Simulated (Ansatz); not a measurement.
`[CH3][Al-]([CH3])([F])[SeH2+]` → Al• + 2 C• + F• + 8 H• + Se•  (atomization)

Program: Ansatz. Geometries: PBE0-D4/def2-TZVP. ΔE: electronic, gas phase. CCSD(T)/CBS is the MP2 limit (def2-TZVPP, def2-QZVPP) plus CCSD(T) − MP2 in def2-TZVPP, frozen cores. This one scheme is used for every species, atoms too. For atomizations the MP2-based limit and the directly extrapolated one differ by several kJ/mol either way, and by 10 to 25 for some Ge, Se and Sn compounds, so smaller differences from it don't rank the levels. DFT in def2-TZVPP. No spin–orbit coupling; open shells (•) take unrestricted orbitals. Spin–orbit coupling would lower the free atoms: a little for Al, C, F; clearly for Se. Bonds to Se are less sure, by a few kJ/mol each and by 10 to 20 or more in all where they break to atoms, as the def2 sets lack core-valence functions. Scalar relativity is left out up to krypton. Each species was taken in one conformer, which may not be the lowest.

```csv
level,ΔE (eV)
PBE-D4,46.86
PBE,46.58
BLYP,45.62
PBE0,46.06
r2SCAN0,46.03
CAM-B3LYP,46.38
HF/def2-TZVPP,34.85
CCSD/def2-TZVPP,45.06
```

What does CCSD(T)/CBS give? (An estimate is asked.)

Computed: +46.72 eV. The listed levels differ from it by 0.14, -0.14, -1.10, -0.66, -0.69, -0.34, -11.87, -1.66 eV.

Largest T1 diagnostic among the species: 0.018.

From r2SCAN to r2SCAN0 (25 % exact exchange), in def2-TZVPP and without D4, ΔE moves by −0.58 eV: exact exchange takes away binding that semilocal exchange gives to molecules. Leaving LDA and LC-ωPBE aside and taking each functional with its dispersion term where it has one, the values, not all of them listed here, spread over 1.44 eV, from BHLYP-D4 to PBE-D4. LDA lies +5.72 eV from PBE without D4, its usual overbinding. In def2-TZVPP, CCSD(T) changes the Hartree–Fock value by +10.75 eV (the triples alone add +0.54 eV) and MP2 by +11.12 eV; breaking electron pairs costs correlation energy, which Hartree–Fock lacks.
